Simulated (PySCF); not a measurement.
Species: C6H6ClF.
Z-matrix (Å and degrees, GFN2-xTB geometry), rows numbered from 1:
```
F 
C   1  1.3970
C   2  1.4993  1  108.05
C   3  1.3333  2  121.00  1    95.33
C   4  1.4459  3  121.79  2     3.58
C   5  1.3345  4  119.75  3     9.36
Cl  6  1.7239  5  121.65  4   178.68
C   6  1.4963  5  122.71  4     1.94
H   2  1.0972  1  104.37  3  -118.76
H   3  1.0782  2  116.86  1   -78.82
H   4  1.0795  3  120.77  2  -176.28
H   5  1.0779  4  118.81  3  -170.65
H   8  1.0920  2  108.47  1    35.18
H   8  1.0946  2  109.17  1   152.24
```

PySCF, density fitting, gas phase, GFN2-xTB geometry. The standard run uses grid level 2 after a coarse-grid start, the def2-universal JK fitting basis (with tight functions added where the orbital basis needs them), an energy threshold of 1e-9 Eh and DIIS. The changed runs have no coarse-grid stage.

Question: Standard PBE0/pcSseg-1: E = -791.678920 Eh, HOMO -6.744 eV, LUMO -1.478 eV, dipole 2.164 D, 14 cycles (coarse-grid cycles included). What changes at PBE0/pcSseg-1 with: start guess huckel, level shift 0.1 Eh?

Answer: E = -791.678920 Eh (0.000 mEh), HOMO -6.744 eV (0.000), LUMO -1.478 eV (0.000), dipole 2.164 D (0.000), 14 SCF cycles. The result matches the standard run within 0.02 mEh and 0.003 eV; such settings steer the iterations and don't enter the energy expression.

The cycles:
```
cycle   1  E = -786.7349707451  dE =  1.695e+00  |g| = 4.850e+00  |ddm| = 6.979e+00
cycle   2  E = -775.3507458947  dE =  1.138e+01  |g| = 7.495e+00  |ddm| = 3.877e+01
cycle   3  E = -791.3084670492  dE = -1.596e+01  |g| = 1.365e+00  |ddm| = 3.987e+01
cycle   4  E = -791.4353799459  dE = -1.269e-01  |g| = 1.060e+00  |ddm| = 2.101e+00
cycle   5  E = -791.6645799801  dE = -2.292e-01  |g| = 2.142e-01  |ddm| = 8.254e-01
cycle   6  E = -791.6770626075  dE = -1.248e-02  |g| = 8.322e-02  |ddm| = 3.325e-01
cycle   7  E = -791.6788099617  dE = -1.747e-03  |g| = 2.180e-02  |ddm| = 1.140e-01
cycle   8  E = -791.6789100192  dE = -1.001e-04  |g| = 6.522e-03  |ddm| = 2.204e-02
cycle   9  E = -791.6789187227  dE = -8.704e-06  |g| = 2.524e-03  |ddm| = 8.155e-03
cycle  10  E = -791.6789201190  dE = -1.396e-06  |g| = 8.063e-04  |ddm| = 2.857e-03
cycle  11  E = -791.6789202771  dE = -1.581e-07  |g| = 2.283e-04  |ddm| = 1.056e-03
cycle  12  E = -791.6789202898  dE = -1.269e-08  |g| = 6.156e-05  |ddm| = 3.049e-04
cycle  13  E = -791.6789202911  dE = -1.286e-09  |g| = 1.702e-05  |ddm| = 9.894e-05
cycle  14  E = -791.6789202912  dE = -1.273e-10  |g| = 6.495e-06  |ddm| = 3.736e-05
```
